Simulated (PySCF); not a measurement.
**From computed data to an observable: entropy of an ideal gas**

Ga(I)(OH)2 (GaH2IO2), SMILES [Ga]([OH])([I])[OH].

Geometry optimised at PBE-D3(BJ)/def2-SVP. The structure was generated by enumeration; whether it is a known compound was not checked. The def2 effective core potentials stand for the cores of I; spin–orbit coupling is left out. One conformer was computed; it need not be the lowest.

PySCF with PBE-D3(BJ)/def2-SVP gives the harmonic wavenumbers 113, 151, 162, 246, 306, 339, 659, 707, 811, 847, 3711, 3729 cm⁻¹ and the rotational temperatures 0.2936, 0.0518, 0.0440 K. The molar mass is 230.64 g/mol, the symmetry number 1, the spin multiplicity 1.

### Question
Work out the entropy at 298.15 K and 1 atm in the rigid-rotor, harmonic-oscillator model.

### Answer

Translation (Sackur–Tetrode at 1 atm): S = R[1.5 ln M + 2.5 ln T − 1.16487] = 176.6 J/(mol K).
Rotation: q = (√π/σ) T^1.5/√(θA θB θC) = 353000, S = R[ln q + 3/2] = 118.7 J/(mol K).
Vibration: with u = 1.4388 ν/T, each mode gives R[u/(e^u − 1) − ln(1 − e^−u)]:
```json
[
 {"ν (cm⁻¹)": "113", "modes": "1", "u": "0.55", "S (J/(mol K))": "13.46"},
 {"ν (cm⁻¹)": "151", "modes": "1", "u": "0.73", "S (J/(mol K))": "11.13"},
 {"ν (cm⁻¹)": "162", "modes": "1", "u": "0.78", "S (J/(mol K))": "10.57"},
 {"ν (cm⁻¹)": "246", "modes": "1", "u": "1.19", "S (J/(mol K))": "7.36"},
 {"ν (cm⁻¹)": "306", "modes": "1", "u": "1.48", "S (J/(mol K))": "5.79"},
 {"ν (cm⁻¹)": "339", "modes": "1", "u": "1.64", "S (J/(mol K))": "5.09"},
 {"ν (cm⁻¹)": "659", "modes": "1", "u": "3.18", "S (J/(mol K))": "1.50"},
 {"ν (cm⁻¹)": "707", "modes": "1", "u": "3.41", "S (J/(mol K))": "1.25"},
 {"ν (cm⁻¹)": "811", "modes": "1", "u": "3.91", "S (J/(mol K))": "0.83"},
 {"ν (cm⁻¹)": "847", "modes": "1", "u": "4.09", "S (J/(mol K))": "0.72"}
]
```
The stiffer modes add less than 0.005 each. Sum 57.7 J/(mol K).
Spin: R ln 1 = 0.0 J/(mol K).
Total 353.0 J/(mol K); the program's own thermochemistry gives 353.0. Translation makes up 50 % and vibration 16 %. Anharmonicity, hindered rotation and orbital degeneracy are left out.
